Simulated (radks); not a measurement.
Charge is removed step by step from the 5d up level of the tungsten ion W+, starting from [Xe] 4f14 5d(up 4, down 0) 6s1. All-electron calculation, scalar-relativistic Kohn-Sham, BLYP, spin-polarised, spherical densities, finite nucleus; open shells are filled with parallel spins first (spin-orbit coupling, left out, can overturn this in heavy ions); Fermi nuclear charge, rms radius 5.3658 fm. Program: a radial shooting solver on a logarithmic mesh with Libxc functionals.

removed (e),E - E(0) (eV),eigenvalue (eV),E minus straight line (eV)
0,0.000,-12.416,0.000
0.1,1.289,-13.377,-0.454
0.2,2.676,-14.355,-0.811
0.3,4.161,-15.348,-1.069
0.4,5.746,-16.355,-1.227
0.5,7.432,-17.376,-1.284
0.6,9.221,-18.412,-1.238
0.7,11.114,-19.461,-1.088
0.8,13.113,-20.523,-0.833
0.9,15.219,-21.598,-0.470
1,17.432,-22.685,0.000

Removing the whole electron costs 17.432 eV by Delta-SCF, against 12.416 eV from minus the eigenvalue at the starting occupation. Slater's transition state (half an electron removed) gives 17.376 eV. Integrating minus the eigenvalue over the occupation (Janak's theorem) gives 17.434 eV. In this scalar-relativistic scheme the density is built from large components alone, so the theorem holds only approximately. The mean slope of the eigenvalue, de/dn, is 10.3 eV per electron.
